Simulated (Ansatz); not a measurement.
The same path of BClF2 + H4Si (9 atoms, charge 0, multiplicity 1) was run twice with different band settings. Lost on the way: B1–F2, Si5–H9. Made: B1–Si5, F2–H9.

Computed with RKS B3LYP-D4/6-31G* in Ansatz 0.2.0.

Relaxed end points:

```xyz
9
Properties=species:S:1:pos:R:3
B 0.074 0.668 -0.239
F -0.561 1.385 0.662
Cl 1.764 0.977 -0.593
F -0.576 -0.278 -0.887
Si 0.440 -2.700 1.219
H -0.911 -3.172 0.824
H 1.342 -2.708 0.041
H 0.993 -3.580 2.281
H 0.339 -1.314 1.750
```

```xyz
9
Properties=species:S:1:pos:R:3
B 0.055 -0.661 -0.276
F 0.681 0.402 1.987
Cl 1.062 0.080 -1.527
F -1.073 -0.014 0.033
Si 0.518 -2.439 0.579
H 0.305 -3.535 -0.408
H 1.942 -2.450 0.996
H -0.349 -2.696 1.760
H -0.236 0.590 1.914
```

Common settings: spring 5.0 eV/Å²; optimiser quadratic models (default); start path through a guess of the saddle point; force threshold 0.05 eV/Å; end points relaxed.

| run | movable images | climbing image | iteration limit |
| --- | --- | --- | --- |
| 1 | 7 | yes | 50 |
| 2 | 2 | no | 60 |

Problem. What does each run give, and how far can it be trusted?

Solution. Run 1: converged after 21 iterations, highest image 2.933 eV above the first end. Neighbouring images differ by up to 2.2 eV, so the band resolves the path poorly. A vibrational analysis at the climbing image gives 2 clearly imaginary modes (1143i, 83i cm⁻¹): a point of higher order, so a lower path passes nearby.
Run 2: converged after 16 iterations, highest image 2.017 eV above the first end. Neighbouring images differ by up to 1.3 eV, so the band resolves the path poorly. No image climbed, so the highest image needn't sit at the top of the path. A band with more images between the same ends climbed to 2.93 eV, so this one has probably stepped over the top. So few images can step over the top or miss a turn of the path.
The orbitals stay closed-shell, which can raise the energy where a bond breaks towards radicals; this wasn't checked here.
